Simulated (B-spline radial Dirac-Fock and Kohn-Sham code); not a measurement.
**Pr²⁺ in Watson spheres of different radius**

Calculated with a B-spline atomic structure program, using Dirac-Fock ΔSCF + Breit + QED. The ion, [Xe] 4f3, sits in a hollow sphere of charge Q = -2, a simple model of the Madelung potential. Inside the sphere an electron's potential energy is raised by the constant 14.40·|Q|/R eV, so binding energies fall by about that much as long as the orbitals stay inside.

```
radius (Å)  14.40 |Q|/R (eV)  1s (eV)  2s (eV)  2p1/2 (eV)  2p3/2 (eV)  3s (eV)  3p1/2 (eV)  3p3/2 (eV)  3d3/2 (eV)  3d5/2 (eV)  4s (eV)  4p1/2 (eV)  4p3/2 (eV)  4d3/2 (eV)  4d5/2 (eV)  4f (eV)  5s (eV)  5p1/2 (eV)  5p3/2 (eV)
       1.8             16.00  41989.0   6841.2      6441.5      5965.1   1509.6      1340.1      1243.9       951.6       931.5    313.7       248.6       228.0       119.6       116.0     2.15    44.23       24.69       21.83
         3              9.60  41995.3   6847.4      6447.8      5971.4   1515.9      1346.4      1250.2       957.8       937.7    320.0       254.9       234.3       125.8       122.3     8.42    50.53       30.98       28.12
```

From the smallest to the largest radius 1s moves by +6.3 eV, while the constant potential alone would give +6.4 eV; the difference comes from charge outside the sphere and its screening.
